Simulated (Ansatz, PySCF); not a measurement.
This triplet is an excited state, 1.52 eV above the relaxed singlet at the level frozen-core CCSD(T)/cc-pVTZ // B3LYP-D3(BJ)/def2-TZVP (Ansatz, a quantum-chemistry and plane-wave program).

B3LYP has the VWN-RPA correlation part, as in Gaussian. 

```xyz
7

C     -1.1283     0.1348     0.1323
Si     0.4130    -0.7536     0.8188
S      2.2146    -0.6963    -0.3269
H     -1.9798    -0.0649     0.7833
H     -1.3508    -0.2356    -0.8694
H     -0.9539     1.2111     0.0942
H      2.7851     0.4045     0.2076
```

Charge 0, multiplicity 3.

Question: Give the Mulliken and meta-Löwdin atomic charges from PySCF with B3LYP-D3(BJ)/def2-TZVP.

Answer: 
| atom | Mulliken (e) | meta-Löwdin (e) |
|---|---|---|
| C1 | -0.40 | -0.54 |
| Si2 | 0.11 | 0.25 |
| S3 | -0.25 | -0.22 |
| H4 | 0.13 | 0.14 |
| H5 | 0.14 | 0.14 |
| H6 | 0.13 | 0.13 |
| H7 | 0.14 | 0.10 |
